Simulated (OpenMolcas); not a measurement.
## Levels of neutral indium by method

```json
{
  "Program": "OpenMolcas",
  "Basis": "ANO-R2 [7s6p4d2f1g]",
  "Scalar Hamiltonian": "X2C, finite nucleus",
  "Active space": "3 electrons in 9 orbitals (RAS2 5s 5p; RAS3 5d, at most 2 electrons)",
  "State averaging": "2S+1 = 4 odd, 1 root (0 in the spin-orbit step); 2S+1 = 2 odd, 3 roots; 2S+1 = 4 even, 3 roots; 2S+1 = 2 even, 5 roots",
  "Spin-orbit coupling": "state interaction with AMFI integrals over the reference wave functions, term energies averaged over their components"
}
```

Methods on the same reference wave functions:
A. RASSCF
B. SS-RASPT2, IPEA 0.25 Eh, imaginary shift 0.1 Eh (closed shells correlated: 4d)
C. XMS-RASPT2, IPEA 0.25 Eh, imaginary shift 0.1 Eh (closed shells correlated: 4d)

Energies in cm⁻¹ above 5s² 5p ²P°_1/2, the measured ground level; measured values from NIST Handbook of Basic Atomic Spectroscopic Data.

```tsv
Level	A	B	C	Measured
5s² 5p ²P°_1/2	0.0	0.0	0.0	0.0
5s² 5p ²P°_3/2	2094	2090	2090	2213
5s 5p² ⁴P_1/2	29035	35030	35020	34978
5s 5p² ⁴P_3/2	29751	35740	35740	36021
5s 5p² ⁴P_5/2	30907	36890	36880	37452
```

Deviations, from unrounded energies. A percentage is the sum of absolute deviations over the sum of measured energies, with the sign that they share, or ± where signs differ.

```csv
Against measurement,Levels,A,B,C
mean absolute deviation (cm-1),4,4700,250,250
fine structure of the ground term (%),1,-5.3,-5.3,-5.3
other configurations (%),3,-17.3,±0.8,±0.8
```

B, C lie about equally close to measurement and A furthest from it. The largest miss of B in the table is 5s 5p² ⁴P_5/2, by -570 cm-1. The ranking rests on the paired levels alone, and a cruder setting can come out closer through cancelling errors.

Between B and C the level of the table that moves most is 5s 5p² ⁴P_5/2, by 5.9 cm-1 (lowest in C, highest in B). Moves below CASPT2's spread within the term are not significant.

The two smallest mean deviations differ by little beside CASPT2's spread within terms, so their order carries little weight.

The lowest spin-free term lies below A's lowest term by 0.439 hartree in B, 0.440 hartree in C.

Term energies are means over components that CASPT2 splits; among the terms shown or strongly mixed into the levels shown the widest spread is 23 cm-1 (5s² 5p ²P°, C). Some high roots are left out of the spin-orbit mixing, which shifts the levels that they would mix with. Active for correlation alone: 5d; no level in the range computed is led by a configuration that fills it, so any true level of that kind is missing. Without dynamic correlation excited terms often stand tens of per cent too high (terms of higher spin than the ground term too low), and those without a measured partner can miss by more than the paired ones (holds for A). Computed and measured levels are paired by configuration, term and J; levels that our copy of the source lacks, or whose pairing is in doubt (as where it misses far off the trend of its configuration), stay unpaired and out of the deviations. Only configurations of the active space appear. The table leaves out levels that lie high or whose names do not pair safely across all columns.

° marks odd parity.
